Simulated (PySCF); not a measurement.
C₂H₅, charge -1, singlet, geometry from GFN2-xTB; PBE0/def2-SV(P) run with PySCF.

Input for PySCF:
```python
from pyscf import gto, scf, dft

mol = gto.M(
    atom='''
C    -0.010306    0.120392    0.842392
C     0.007773    0.030426   -0.681039
H    -0.900603   -0.502183    1.184667
H     0.877217   -0.494407    1.205306
H     0.017890   -0.994146   -1.166430
H    -0.873090    0.539050   -1.106087
H     0.893784    0.546778   -1.085575
''',
    basis='def2-sv(p)',
    charge=-1,
    spin=0,
    verbose=4,
    symmetry=True,
)

mf = dft.RKS(mol)
mf.xc = 'pbe0'
mf.irrep_nelec = {"A'": 16, 'A"': 2}
mf.kernel()
mf.analyze()
```

### Question
Write the output that PySCF gives for this input, abridged.

### Answer

```
PySCF version 2.14.0

[INPUT] verbose = 4
[INPUT] num. atoms = 7
[INPUT] num. electrons = 18
[INPUT] charge = -1
[INPUT] spin (= nelec alpha-beta = 2S) = 0
[INPUT] symmetry True subgroup None
[INPUT] Mole.unit = angstrom
[INPUT] Symbol           X                Y                Z      unit          X                Y                Z       unit  Magmom
[INPUT]  1 C     -0.010306000000   0.120392000000   0.842392000000 AA   -0.019475517440   0.227507907589   1.591890169525 Bohr   0.0
[INPUT]  2 C      0.007773000000   0.030426000000  -0.681039000000 AA    0.014688841166   0.057496807066  -1.286977190148 Bohr   0.0
[INPUT]  3 H     -0.900603000000  -0.502183000000   1.184667000000 AA   -1.701893016962  -0.948988334412   2.238696178810 Bohr   0.0
[INPUT]  4 H      0.877217000000  -0.494407000000   1.205306000000 AA    1.657699881813  -0.934293824068   2.277698236295 Bohr   0.0
[INPUT]  5 H      0.017890000000  -0.994146000000  -1.166430000000 AA    0.033807200368  -1.878663667832  -2.204233243476 Bohr   0.0
[INPUT]  6 H     -0.873090000000   0.539050000000  -1.106087000000 AA   -1.649900982097   1.018656867447  -2.090201499942 Bohr   0.0
[INPUT]  7 H      0.893784000000   0.546778000000  -1.085575000000 AA    1.689006974518   1.033260670937  -2.051439437675 Bohr   0.0

nuclear repulsion = 36.2577306922632
point group symmetry = Cs
symmetry origin: [ 0.00000000e+00  1.30614473e-17 -1.11160360e-07]
symmetry axis x: [-0.01130594 -0.06372749  0.99790329]
symmetry axis y: [-0.00510339  0.99795776  0.06367314]
symmetry axis z: [0.99992306 0.0043728  0.01160808]
num. orbitals of irrep A' = 26
num. orbitals of irrep A" = 12
number of shells = 22
number of NR pGTOs = 68
number of NR cGTOs = 38
basis = def2-sv(p)
ecp = {}

******** <class 'pyscf.dft.rks_symm.SymAdaptedRKS'> ********
method = SymAdaptedRKS
initial guess = minao
damping factor = 0
level_shift factor = 0
DIIS = <class 'pyscf.scf.diis.CDIIS'>
diis_start_cycle = 1
diis_space = 8
diis_damp = 0
SCF conv_tol = 1e-09
SCF conv_tol_grad = None
SCF max_cycles = 50
direct_scf = True
direct_scf_tol = 1e-13
XC library pyscf.dft.libxc version 7.1.2
    S. Lehtola, C. Steigemann, M. J. T. Oliveira, and M. A. L. Marques,  SoftwareX 7, 1–5 (2018)
XC functionals = pbe0
    C. Adamo and V. Barone,  J. Chem. Phys. 110, 6158 (1999)
    M. Ernzerhof and G. E. Scuseria,  J. Chem. Phys. 110, 5029 (1999)
radial grids:
    Treutler-Ahlrichs [JCP 102, 346 (1995); DOI:10.1063/1.469408] (M4) radial grids

becke partition: Becke, JCP 88, 2547 (1988); DOI:10.1063/1.454033
pruning grids: <function nwchem_prune>
grids dens level: 3
symmetrized grids: True
atomic radii adjust function: <function treutler_atomic_radii_adjust>
small_rho_cutoff = 0
Freeze 18 electrons in irreps ["A'", 'A"']
    0 free electrons in irreps
Set gradient conv threshold to 3.16228e-05
Initial guess from minao.
tot grids = 77280
init E= -78.7994315096774
HOMO (A') = 0.0378700574158981  LUMO (A") = -0.369066633845889  gap/eV = -11.07331

WARN: A' HOMO 0.0378700574158981 > system LUMO -0.369066633845889

WARN: A" LUMO -0.369066633845889 < system HOMO 0.0378700574158981

cycle= 1 E= -78.2338339548754  delta_E= 0.566  |g|= 0.292  |ddm|= 16.1
HOMO (A') = 0.180928198657061  LUMO (A") = -0.125894027364366  gap/eV = -8.34906

WARN: A' HOMO 0.180928198657061 > system LUMO -0.125894027364366

WARN: A" LUMO -0.125894027364366 < system HOMO 0.180928198657061

cycle= 2 E= -78.2291988234339  delta_E= 0.00464  |g|= 0.333  |ddm|= 7.58
HOMO (A') = 0.166226564881053  LUMO (A") = -0.139110349182525  gap/eV = -8.30864

WARN: A' HOMO 0.166226564881053 > system LUMO -0.139110349182525

WARN: A" LUMO -0.139110349182525 < system HOMO 0.166226564881053

cycle= 3 E= -78.2151992968414  delta_E= 0.014  |g|= 0.373  |ddm|= 7.38
HOMO (A') = 0.165211494809023  LUMO (A") = -0.152416330515003  gap/eV = -8.64309

WARN: A' HOMO 0.165211494809023 > system LUMO -0.152416330515003

WARN: A" LUMO -0.152416330515003 < system HOMO 0.165211494809023

cycle= 4 E= -78.2684625735427  delta_E= -0.0533  |g|= 0.0475  |ddm|= 4.92
HOMO (A') = 0.165693951659543  LUMO (A") = -0.146720553055254  gap/eV = -8.50123

WARN: A' HOMO 0.165693951659543 > system LUMO -0.146720553055254

WARN: A" LUMO -0.146720553055254 < system HOMO 0.165693951659543

cycle= 5 E= -78.2692740787483  delta_E= -0.000812  |g|= 0.00835  |ddm|= 0.455
HOMO (A') = 0.164852243377412  LUMO (A") = -0.148054830719991  gap/eV = -8.51464

WARN: A' HOMO 0.164852243377412 > system LUMO -0.148054830719991

WARN: A" LUMO -0.148054830719991 < system HOMO 0.164852243377412

cycle= 6 E= -78.2693118931498  delta_E= -3.78e-05  |g|= 0.00449  |ddm|= 0.362
HOMO (A') = 0.164822683565902  LUMO (A") = -0.147810158964934  gap/eV = -8.50717

WARN: A' HOMO 0.164822683565902 > system LUMO -0.147810158964934

WARN: A" LUMO -0.147810158964934 < system HOMO 0.164822683565902

cycle= 7 E= -78.2693231497232  delta_E= -1.13e-05  |g|= 0.000794  |ddm|= 0.0479
HOMO (A') = 0.164907701339509  LUMO (A") = -0.147652109588373  gap/eV = -8.50519

WARN: A' HOMO 0.164907701339509 > system LUMO -0.147652109588373

WARN: A" LUMO -0.147652109588373 < system HOMO 0.164907701339509

cycle= 8 E= -78.2693244935908  delta_E= -1.34e-06  |g|= 0.000315  |ddm|= 0.0734
HOMO (A') = 0.164919259126731  LUMO (A") = -0.147630634164514  gap/eV = -8.50492

WARN: A' HOMO 0.164919259126731 > system LUMO -0.147630634164514

WARN: A" LUMO -0.147630634164514 < system HOMO 0.164919259126731

cycle= 9 E= -78.269324621937  delta_E= -1.28e-07  |g|= 0.000183  |ddm|= 0.0284
HOMO (A') = 0.164927125057007  LUMO (A") = -0.147620059210757  gap/eV = -8.50484

WARN: A' HOMO 0.164927125057007 > system LUMO -0.147620059210757

WARN: A" LUMO -0.147620059210757 < system HOMO 0.164927125057007

cycle= 10 E= -78.2693246464713  delta_E= -2.45e-08  |g|= 4.07e-05  |ddm|= 0.00438
HOMO (A') = 0.164927105447405  LUMO (A") = -0.147619848178459  gap/eV = -8.50484

WARN: A' HOMO 0.164927105447405 > system LUMO -0.147619848178459

WARN: A" LUMO -0.147619848178459 < system HOMO 0.164927105447405

cycle= 11 E= -78.2693246479979  delta_E= -1.53e-09  |g|= 2.73e-06  |ddm|= 0.00151
HOMO (A') = 0.164927293663959  LUMO (A") = -0.147619538084138  gap/eV = -8.50483

WARN: A' HOMO 0.164927293663959 > system LUMO -0.147619538084138

WARN: A" LUMO -0.147619538084138 < system HOMO 0.164927293663959

cycle= 12 E= -78.2693246480005  delta_E= -2.61e-12  |g|= 8.9e-07  |ddm|= 4.2e-05
HOMO (A') = 0.164927237332866  LUMO (A") = -0.147619710148008  gap/eV = -8.50484

WARN: A' HOMO 0.164927237332866 > system LUMO -0.147619710148008

WARN: A" LUMO -0.147619710148008 < system HOMO 0.164927237332866

Extra cycle  E= -78.2693246479952  delta_E= 5.29e-12  |g|= 3.81e-06  |ddm|= 5e-05
converged SCF energy = -78.2693246479952
**** SCF Summaries ****
Total Energy =                         -78.269324647995234
Nuclear Repulsion Energy =              36.257730692263152
One-electron Energy =                 -178.602575802714171
Two-electron Energy =                   64.075520462455785
Two-electron Coulomb Energy =           76.495664712137966
DFT Exchange-Correlation Energy =      -12.420144249682188
HOMO-LUMO gap [eV] =                    -8.504835637274740
Wave-function symmetry = A'
occupancy for each irrep:     A'   A"
                               8    1
**** MO energy ****
MO #1 (A' #1), energy= -10.0807100476918 occ= 2
MO #2 (A' #2), energy= -10.0475235439867 occ= 2
MO #3 (A' #3), energy= -0.615352868629008 occ= 2
MO #4 (A' #4), energy= -0.467610940431606 occ= 2
MO #5 (A" #1), energy= -0.301368032808203 occ= 2
MO #6 (A' #5), energy= -0.2558547661118 occ= 2
MO #7 (A' #6), energy= -0.225406222155021 occ= 2
MO #8 (A' #7), energy= -0.0159643217554439 occ= 2
MO #9 (A' #8), energy= 0.164927237332866 occ= 2
MO #10 (A" #2), energy= -0.147619710148008 occ= 0
MO #11 (A' #9), energy= 0.241634799163923 occ= 0
MO #12 (A" #3), energy= 0.25991391347899 occ= 0
MO #13 (A' #10), energy= 0.293965576342898 occ= 0
MO #14 (A" #4), energy= 0.300941712435137 occ= 0
MO #15 (A' #11), energy= 0.403764517948236 occ= 0
MO #16 (A" #5), energy= 0.56186678808656 occ= 0
MO #17 (A' #12), energy= 0.599689790389029 occ= 0
 ** Mulliken pop on meta-lowdin orthogonal AOs  **
 ** Mulliken pop  **
pop of  0 C 1s            1.99988
pop of  0 C 2s            1.37536
pop of  0 C 3s            0.01917
pop of  0 C 2px           0.42590
pop of  0 C 2py           1.65405
pop of  0 C 2pz           1.10262
pop of  0 C 3px           0.00274
pop of  0 C 3py           0.02841
pop of  0 C 3pz           0.01376
pop of  0 C 3dxy          0.00129
pop of  0 C 3dyz          0.00238
pop of  0 C 3dz^2         0.00231
pop of  0 C 3dxz          0.00006
pop of  0 C 3dx2-y2       0.00150
pop of  1 C 1s            1.99987
pop of  1 C 2s            1.20088
pop of  1 C 3s            0.01401
pop of  1 C 2px           0.77912
pop of  1 C 2py           1.13038
pop of  1 C 2pz           1.15408
pop of  1 C 3px           0.00250
pop of  1 C 3py           0.00604
pop of  1 C 3pz           0.01587
pop of  1 C 3dxy          0.00100
pop of  1 C 3dyz          0.00267
pop of  1 C 3dz^2         0.00099
pop of  1 C 3dxz          0.00009
pop of  1 C 3dx2-y2       0.00080
pop of  2 H 1s            0.76678
pop of  2 H 2s            0.20415
pop of  3 H 1s            0.76678
pop of  3 H 2s            0.20415
pop of  4 H 1s            1.01274
pop of  4 H 2s            0.13443
pop of  5 H 1s            0.81868
pop of  5 H 2s            0.16795
pop of  6 H 1s            0.81868
pop of  6 H 2s            0.16795
 ** Mulliken atomic charges  **
charge of    0C =     -0.62942
charge of    1C =     -0.30830
charge of    2H =      0.02907
charge of    3H =      0.02907
charge of    4H =     -0.14717
charge of    5H =      0.01337
charge of    6H =      0.01337

WARN: System has nonzero charge -1; the dipole moment is origin-dependent.
Location of origin: [0. 0. 0.]

Dipole moment(X, Y, Z, Debye):  0.00656,  0.31729, -0.68601
```
